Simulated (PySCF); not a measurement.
A PySCF script (with the pyscf-properties extension) for the NMR shieldings of `C[C@@H]1[AsH]C[C@@H](C)C1`, C6H13As, on a GFN2-xTB geometry:

```python
import basis_set_exchange as bse
import numpy as np
from pyscf import gto, dft
from pyscf.prop import nmr

atoms = """
C    -2.110251   -1.102714    0.360272
C    -0.900565   -0.179684    0.271863
C    -1.221420    1.123676   -0.450592
As    0.517861    2.009185   -0.788649
C     1.393116    0.203721   -0.637925
C     2.381372    0.141913    0.520354
C     0.259339   -0.816134   -0.493098
H    -1.856693   -2.018164    0.891668
H    -2.458220   -1.369549   -0.636534
H    -2.926164   -0.613607    0.889215
H    -0.562470    0.051572    1.289826
H    -1.699452    0.906191   -1.411680
H    -1.901554    1.758213    0.121846
H     0.728322    2.353351    0.671032
H     1.944873    0.002336   -1.564737
H     2.889073   -0.822904    0.546367
H     3.135958    0.923877    0.419272
H     1.869470    0.284529    1.471840
H    -0.101197   -1.107126   -1.485078
H     0.613452   -1.718002    0.011703
"""
names = dict.fromkeys(["C", "As", "H"], "pcSseg-1")
basis = {el: gto.basis.parse(bse.get_basis(n, elements=[el], fmt="nwchem")) for el, n in names.items()}
mol = gto.M(atom=atoms, basis=basis, charge=0, verbose=0)
mf = dft.RKS(mol, xc="PBE0")
mf.grids.level = 2
mf.grids.alignment = dft.numint.BLKSIZE   # the property module wants whole blocks of grid points
mf.conv_tol = 1e-9
mf.kernel()

calc = nmr.RKS(mf)   # GIAO
C = mf.mo_coeff
Co = C[:, mf.mo_occ > 0]
resp = mf.gen_response(singlet=True, hermi=2)
def vind(x):   # induced exchange potential for any number of trial vectors
    d = np.einsum("pi,xij,qj->xpq", C, 2 * x.reshape(-1, C.shape[1], Co.shape[1]), Co, optimize=True)
    return np.einsum("xpq,pi,qj->xij", resp(d - d.transpose(0, 2, 1)), C, Co, optimize=True).ravel()
mo1, _ = nmr.rhf.solve_mo1(calc, with_cphf=vind)
sigma = calc.kernel(mo1)
for i, s in enumerate(sigma):   # ppm
    w = np.linalg.eigvalsh((s + s.T) / 2)
    print("%2d %-2s iso %8.1f  s11 %8.1f  s22 %8.1f  s33 %8.1f" % (i, mol.atom_pure_symbol(i), w.mean(), *w))
```

Q: Give the expected output.

A: 
```
 0 C  iso    163.9  s11    147.5  s22    155.6  s33    188.7
 1 C  iso    143.7  s11    117.1  s22    146.7  s33    167.3
 2 C  iso    149.7  s11    120.2  s22    149.2  s33    179.8
 3 As iso   1400.0  s11   1195.6  s22   1384.1  s33   1620.4
 4 C  iso    150.2  s11    120.3  s22    161.6  s33    168.9
 5 C  iso    159.4  s11    137.6  s22    155.2  s33    185.5
 6 C  iso    136.3  s11    106.3  s22    143.4  s33    159.1
 7 H  iso     30.3  s11     25.0  s22     27.9  s33     37.9
 8 H  iso     31.0  s11     27.2  s22     28.9  s33     36.9
 9 H  iso     30.3  s11     25.4  s22     27.9  s33     37.5
10 H  iso     29.6  s11     25.4  s22     29.9  s33     33.6
11 H  iso     30.7  s11     25.1  s22     29.6  s33     37.3
12 H  iso     29.8  s11     24.5  s22     27.9  s33     37.0
13 H  iso     28.5  s11     23.2  s22     24.8  s33     37.6
14 H  iso     29.3  s11     25.8  s22     26.0  s33     36.1
15 H  iso     30.3  s11     25.3  s22     26.9  s33     38.8
16 H  iso     30.3  s11     24.9  s22     28.4  s33     37.5
17 H  iso     30.5  s11     26.3  s22     29.9  s33     35.4
18 H  iso     30.4  s11     25.7  s22     29.3  s33     36.2
19 H  iso     30.1  s11     25.1  s22     29.4  s33     35.7
```

These numbers come from an equivalent density-fitted implementation of the same equations, which agrees with the script to about 0.01 ppm for H and up to a few tenths of a ppm for heavy atoms, so last digits may differ.

Relativistic effects, spin–orbit coupling among them, are left out; they matter for As and for the light atoms bonded to it.

Size and cost of the density-fitted run: 208 basis functions, 29 s wall time on 1 thread of an x86-64 server CPU, shared host.
